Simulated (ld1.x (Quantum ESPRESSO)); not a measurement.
**Au, TM: configuration errors across variants**

- Element: gold
- Generator: ld1.x (Quantum ESPRESSO) 7.5
- Type: norm-conserving Troullier–Martins (Kleinman–Bylander form)
- Functional: LDA (PZ)
- Relativity: fully relativistic
- Frozen core: [Xe] 4f14
- Valence charge: 11
- Reference configuration: 5d9 6s2 6p0
- Partial waves: 6s (bound): rc 2.05 bohr; 6p (bound, empty): rc 3.40 bohr; 5d (bound): rc 2.05 bohr
- Local potential: all-electron potential smoothed inside 2.00 bohr (lloc = -2)
- Core correction: Bessel-smoothed model core inside 1.70 bohr

Open shells are filled in proportion to 2j + 1 (rel_dist='average').

All-electron excitation energies from the reference (eV): (1) 5d10 6s1 6p0 -1.624; (2) 5d10 6s0 6p0 8.167; (3) 5d9 6s0 6p0 29.688; (4) 5d7 6s0 6p0 111.840; (5) 5d10 6s0 6p1 3.719; (6) 5d10 6s0.5 6p0 2.332; (7) 5d8 6s0 6p0 63.857.

4 further variants failed, have other tests or another functional or relativity, and are left out.

A true bound ghost makes a file unfit for plane-wave use even where its test errors are small: the radial tests pick states by their node count and pass the ghost by.

Errors AE − PS in meV (a dash: test not solved or not reliable):

```tsv
change	(1)	(2)	(3)	(4)	(5)	(6)	(7)	bound ghosts
base	-47	-99	-34	-303	-65	-70	-69	none
wave 6p (bound): rc 3.40 bohr becomes 6p (bound): rc 5.24 bohr	-47	-99	-34	-303	-73	-71	-69	none
local potential all-electron potential smoothed inside 3.32 bohr (lloc = -2)	-115	-132	-55	-880	-98	-117	-275	s
all radii but the core radius scaled by about 1.37 (s 2.80, p 4.66, d 2.80 bohr); local potential all-electron potential smoothed inside 2.74 bohr (lloc = -2)	-8.8	+7.7	-40	-589	+8.8	-1.0	-242	none
wave 6s (bound): rc 2.05 bohr becomes 6s (bound): rc 2.60 bohr	-38	-80	-33	-361	-49	-57	-93	none
core correction Bessel-smoothed model core inside 1.92 bohr	-45	-95	-33	-290	-62	-68	-67	none
local potential all-electron potential smoothed inside 2.40 bohr (lloc = -1)	-50	-101	-35	-337	-67	-73	-79	none
all radii but the core radius scaled by about 1.40 (s 2.88, p 4.76, d 2.88 bohr); local potential all-electron potential smoothed inside 2.80 bohr (lloc = -2)	+1.9	+30	-46	-630	+26	+15	-276	none
```

(1) Give the same row for: wave 5d (bound): rc 2.05 bohr becomes 5d (bound): rc 1.56 bohr.

Answers

(1) -48, -102, -35, -304, -67, -72, -68; bound ghosts: none.
